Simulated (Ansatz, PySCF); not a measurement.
Pair of molecules: HF (SMILES F) (first 2 atoms) with C2H2 (SMILES C#C); geometry from B3LYP-D3(BJ)/def2-TZVP, rigid monomers moved along the line of their centres of mass till H2···C3 is 1.99 Å.
(charge 0, multiplicity 1):
```xyz
6

F     -0.03246    -0.01162     0.34874
H     -0.01823    -0.00445     1.28329
C      0.25183    -0.53810     3.17869
C     -0.23339     0.55748     3.17770
H      0.68278    -1.51074     3.18760
H     -0.66414     1.53023     3.18488
```

Monomers are frozen at their geometry in the pair; levels with a basis set take the counterpoise correction.

Frozen-core correlation. CBS: X⁻³ extrapolation of the correlation energy, Hartree–Fock from the larger set.

Run with Ansatz (Gaussian basis) for Hartree–Fock, density functionals and correlated methods; PySCF for the dispersion terms. Values without a source in brackets are computed.

The comparison value is -3.64 kcal/mol (CCSD(T)/CBS(aug-cc-pVDZ, aug-cc-pVTZ)). It is a level with limits of its own, not the exact answer.

Q: Order these levels by how close they come to the comparison value for the interaction energy, closest first: PBE/def2-TZVPPD, B3LYP/def2-TZVPPD, PBE0-D3(BJ)/def2-TZVPPD. Give each level's value less the comparison value.

A: B3LYP/def2-TZVPPD (0.44 kcal/mol), PBE/def2-TZVPPD (-0.73 kcal/mol), PBE0-D3(BJ)/def2-TZVPPD (-1.25 kcal/mol)

Ansatz is a program for electronic structure.
